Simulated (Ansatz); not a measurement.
CrF3. Total charge 0; doublet. Geometry r2SCAN-D4/def2-TZVP; atoms count from 1.

```xyz
4

Cr    0.0000    0.0000    0.0000
F     0.9608   -1.3877   -0.3306
F    -1.1526    0.5430   -1.1553
F     0.1918    0.8447    1.4859
```

The charge 0 doublet is spin-contaminated (final ⟨S²⟩ up to 1.75, 0.75 for a pure state). At PBE0-D4/def2-TZVP a quartet of charge 0 lies 0.83 eV below the doublet, each at its own geometry.

**Question.** Estimate the Mulliken populations from the PBE0/def2-TZVP orbitals of Ansatz.

**Answer.** 
| atom | charge (e) | spin (α − β) | d electrons |
| --- | --- | --- | --- |
| Cr1 | 1.46 | 0.93 | 4.14 |
| F2 | -0.49 | 0.02 | – |
| F3 | -0.49 | 0.02 | – |
| F4 | -0.49 | 0.02 | – |
Mulliken values depend strongly on the basis.

**Question.** Where does the spin sit?

**Answer.** Summed by element: Cr 0.93, F 0.07, of 1 unpaired in all. Largest on single atoms: Cr1 0.93, F3 0.02, F4 0.02.

**Question.** And the Mayer bond orders between heavy atoms (over 0.3)?

**Answer.** Cr1–F2 0.86 (1.72 Å); Cr1–F3 0.86 (1.72 Å); Cr1–F4 0.86 (1.72 Å).
